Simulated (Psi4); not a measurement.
CaCl₂, singlet, geometry from GFN2-xTB (such geometries of metal compounds can be far from the true shape); PBE0/pcseg-1 run with Psi4 1.11.

The Psi4 input:
```
memory 2 GB

molecule mol {
0 1
Ca    0.208333   -0.772484   -0.002316
Cl    1.272213    0.834657   -1.365239
Cl   -1.517311    0.074148    1.367964
}

set {
  basis pcseg-1
  reference rks
}

energy('pbe0')
print_variables()
```

What the program printed (banner, timings and long lists left out):

```
   => Loading Basis Set <=

    Name: PCSEG-1
    Role: ORBITAL
    Keyword: BASIS

         ---------------------------------------------------------
                                   SCF
               by Justin Turney, Rob Parrish, Andy Simmonett
                          and Daniel G. A. Smith
                              RKS Reference
         ---------------------------------------------------------

  ==> Geometry <==

    Molecular point group: cs
    Full point group: Cs

    Geometry (in Angstrom), charge = 0, multiplicity = 1:

       Center              X                  Y                   Z               Mass
    ------------   -----------------  -----------------  -----------------  -----------------
         CA           0.157045278513    -0.793261697425     0.000000000000    39.962590863000
         CL           1.861748640306     0.839615640436     0.000000000000    34.968852682000
         CL          -2.041220819998     0.066928047164     0.000000000000    34.968852682000

  Running in cs symmetry.

  Rotational constants: A =      0.41051  B =      0.06091  C =      0.05304 [cm^-1]
  Rotational constants: A =  12306.84082  B =   1825.90825  C =   1590.00645 [MHz]
  Nuclear repulsion =  190.875366505149941

  Charge       = 0
  Multiplicity = 1
  Electrons    = 54
  Nalpha       = 27
  Nbeta        = 27

  ==> Algorithm <==

  SCF Algorithm Type is DF.
  DIIS enabled.
  MOM disabled.
  Fractional occupation disabled.
  Guess Type is SAD.
  Energy threshold   = 1.00e-06
  Density threshold  = 1.00e-06
  Integral threshold = 1.00e-12

  ==> Primary Basis <==

  Basis Set: PCSEG-1
    Blend: PCSEG-1
    Number of shells: 26
    Number of basis functions: 60
    Number of Cartesian functions: 64
    Spherical Harmonics?: true
    Max angular momentum: 2

  ==> DFT Potential <==

   => LibXC <=

    Version 7.1.2
    S. Lehtola, C. Steigemann, M. J. T. Oliveira, and M. A. L. Marques,  SoftwareX 7, 1–5 (2018) (10.1016/j.softx.2017.11.002)

   => Composite Functional: PBE0 <=

    PBE0 Hyb-GGA Exchange-Correlation Functional

    C. Adamo and V. Barone,  J. Chem. Phys. 110, 6158 (1999) (10.1063/1.478522)
    M. Ernzerhof and G. E. Scuseria,  J. Chem. Phys. 110, 5029 (1999) (10.1063/1.478401)

    Deriv               =              1
    GGA                 =           TRUE
    Meta                =          FALSE

    Exchange Hybrid     =           TRUE
    MP2 Hybrid          =          FALSE

   => Exchange Functionals <=

    0.7500   Perdew, Burke & Ernzerhof

   => Exact (HF) Exchange <=

    0.2500               HF

   => Correlation Functionals <=

    1.0000   Perdew, Burke & Ernzerhof

   => LibXC Density Thresholds  <==

    XC_HYB_GGA_XC_PBEH:  1.00E-15

   => Molecular Quadrature <=

    Radial Scheme          =       TREUTLER
    Pruning Scheme         =           NONE
    Nuclear Scheme         =       TREUTLER

    Blocking Scheme        =         OCTREE
    BS radius alpha        =              1
    Pruning alpha          =              1
    Radial Points          =             75
    Spherical Points       =            302
    Total Points           =          65687
    Total Blocks           =            580
    Max Points             =            256
    Max Functions          =             54
    Weights Tolerance      =       1.00E-15

   => Loading Basis Set <=

    Name: (PCSEG-1 AUX)
    Role: JKFIT
    Keyword: DF_BASIS_SCF

  ==> Integral Setup <==

  SCF_SUBTYPE=INCORE selected. In-core MEM_DF algorithm will be used.
  Using in-core AOs.

  ==> MemDFJK: Density-Fitted J/K Matrices <==

    J tasked:                   Yes
    K tasked:                   Yes
    wK tasked:                   No
    Algorithm:                 Core
    Schwarz Cutoff:           1E-12
    Mask sparsity (%):       3.0556
    Fitting Condition:        1E-10

   => Auxiliary Basis Set <=

  Basis Set: (PCSEG-1 AUX)
    Blend: DEF2-UNIVERSAL-JKFIT
    Number of shells: 120
    Number of basis functions: 416
    Number of Cartesian functions: 513
    Spherical Harmonics?: true
    Max angular momentum: 4

  Minimum eigenvalue in the overlap matrix is 2.2676051344E-02.
  Reciprocal condition number of the overlap matrix is 7.0234468570E-03.
    Using symmetric orthogonalization.

  ==> Pre-Iterations <==

  SCF Guess: Superposition of Atomic Densities via on-the-fly atomic UHF (no occupation information).

   -------------------------
    Irrep   Nso     Nmo
   -------------------------
     A'        43      43
     A"        17      17
   -------------------------
    Total      60      60
   -------------------------

  ==> Iterations <==

                           Total Energy        Delta E     RMS |[F,P]|

   @DF-RKS iter SAD: -1597.07124023180859   -1.59707e+03   0.00000e+00
   @DF-RKS iter   1: -1597.40940046160199   -3.38160e-01   9.49542e-03 DIIS/ADIIS
   @DF-RKS iter   2: -1597.19892028610980    2.10480e-01   1.59950e-02 DIIS/ADIIS
   @DF-RKS iter   3: -1597.55586165299405   -3.56941e-01   1.23948e-03 DIIS/ADIIS
   @DF-RKS iter   4: -1597.55779932762835   -1.93767e-03   3.98278e-04 DIIS/ADIIS
   @DF-RKS iter   5: -1597.55802045043401   -2.21123e-04   5.51302e-05 DIIS
   @DF-RKS iter   6: -1597.55802470807862   -4.25764e-06   1.11492e-05 DIIS
   @DF-RKS iter   7: -1597.55802483747334   -1.29395e-07   1.91123e-06 DIIS
   @DF-RKS iter   8: -1597.55802484193646   -4.46312e-09   4.96049e-07 DIIS
  Energy and wave function converged.

  ==> Post-Iterations <==

   Electrons on quadrature grid:
      Ntotal   =   53.9999573831 ; deviation = -4.262e-05

    Orbital Energies [Eh]
    ---------------------

    Doubly Occupied:

       1Ap  -145.539222     2Ap  -101.618197     3Ap  -101.618185
       4Ap   -15.480139     1App  -12.593969     5Ap   -12.593489
       6Ap   -12.592509     7Ap    -9.458346     8Ap    -9.458337
       9Ap    -7.193717    10Ap    -7.193708     2App   -7.192763
       3App   -7.192754    11Ap    -7.192568    12Ap    -7.192558
      13Ap    -1.829843    14Ap    -1.106569    15Ap    -1.106469
       4App   -1.105461    16Ap    -0.771433    17Ap    -0.765675
      18Ap    -0.332486    19Ap    -0.319179    20Ap    -0.311630
       5App   -0.307757     6App   -0.306909    21Ap    -0.298412

    Virtual:

      22Ap    -0.081307     7App   -0.017932    23Ap    -0.016162
      24Ap    -0.006128     8App    0.006907    25Ap     0.030006
       9App    0.032330    26Ap     0.053508    27Ap     0.118399
      28Ap     0.139551    29Ap     0.371924    30Ap     0.386371
      10App    0.404162    31Ap     0.408393    11App    0.413072
      32Ap     0.443200    12App    0.446452    13App    0.463855
      33Ap     0.470533    34Ap     0.499095    35Ap     0.591181
      36Ap     0.702168    37Ap     0.717949    14App    0.780972
      15App    0.781949    38Ap     0.783345    39Ap     0.795658
      40Ap     0.808417    16App    0.840853    41Ap     0.856673
      17App    0.863251    42Ap     0.931242    43Ap     0.951078

    Final Occupation by Irrep:
             Ap   App
    DOCC [    21,    6 ]
    NA   [    21,    6 ]
    NB   [    21,    6 ]

  @DF-RKS Final Energy: -1597.55802484193646

   => Energetics <=

    Nuclear Repulsion Energy =            190.8753665051499411
    One-Electron Energy =               -2582.3135254004387207
    Two-Electron Energy =                 863.5735674193255136
    DFT Exchange-Correlation Energy =     -69.6934333659733625
    Empirical Dispersion Energy =           0.0000000000000000
    VV10 Nonlocal Energy =                  0.0000000000000000
    Total Energy =                      -1597.5580248419364580

Computation Completed

Properties will be evaluated at   0.000000,   0.000000,   0.000000 [a0]

Properties computed using the SCF density matrix

 Multipole Moments:

 ------------------------------------------------------------------------------------
     Multipole            Electronic (a.u.)      Nuclear  (a.u.)        Total (a.u.)
 ------------------------------------------------------------------------------------

 L = 1.  Multiply by 2.5417464519 to convert [e a0] to [Debye]
 Dipole X            :          0.4140607            0.1698458            0.5839065
 Dipole Y            :         -2.0913714           -0.8579191           -2.9492905
 Dipole Z            :          0.0000000            0.0000000            0.0000000
 Magnitude           :                                                    3.0065364

 ------------------------------------------------------------------------------------

  Variable Map:
  ----------------------------------------------------------------------------
  "CURRENT ENERGY"              =>   -1597.558024841936
  "CURRENT REFERENCE ENERGY"    =>   -1597.558024841936
  "DD SOLVATION ENERGY"         =>       0.000000000000
  "DFT FUNCTIONAL TOTAL ENERGY" =>   -1597.558024841936
  "DFT TOTAL ENERGY"            =>   -1597.558024841936
  "DFT VV10 ENERGY"             =>       0.000000000000
  "DFT XC ENERGY"               =>     -69.693433365973
  "GRID ELECTRONS ALPHA"        =>      26.999978691573
  "GRID ELECTRONS BETA"         =>      26.999978691573
  "GRID ELECTRONS TOTAL"        =>      53.999957383146
  "NUCLEAR REPULSION ENERGY"    =>     190.875366505150
  "ONE-ELECTRON ENERGY"         =>   -2582.313525400439
  "PCM POLARIZATION ENERGY"     =>       0.000000000000
  "PE ENERGY"                   =>       0.000000000000
  "SCF ITERATION ENERGY"        =>   -1597.558024841936
  "SCF ITERATIONS"              =>       8.000000000000
  "SCF TOTAL ENERGY"            =>   -1597.558024841936
  "TWO-ELECTRON ENERGY"         =>     863.573567419326
  "XC GRID RADIAL POINTS"       =>      75.000000000000
  "XC GRID SPHERICAL POINTS"    =>     302.000000000000
  "XC GRID TOTAL POINTS"        =>   65687.000000000000

  Array Variable Map:
  ----------------------------------------------------------------------------
  "CURRENT DIPOLE"              =>       0.583906495133 ... 0.000000000000 1 by 3
  "SCF DIPOLE"                  =>       0.583906495133 ... 0.000000000000 1 by 3
  "SCF TOTAL ENERGIES"          =>   -1597.071240231809 ... -1597.558024841936 1 by 9
```
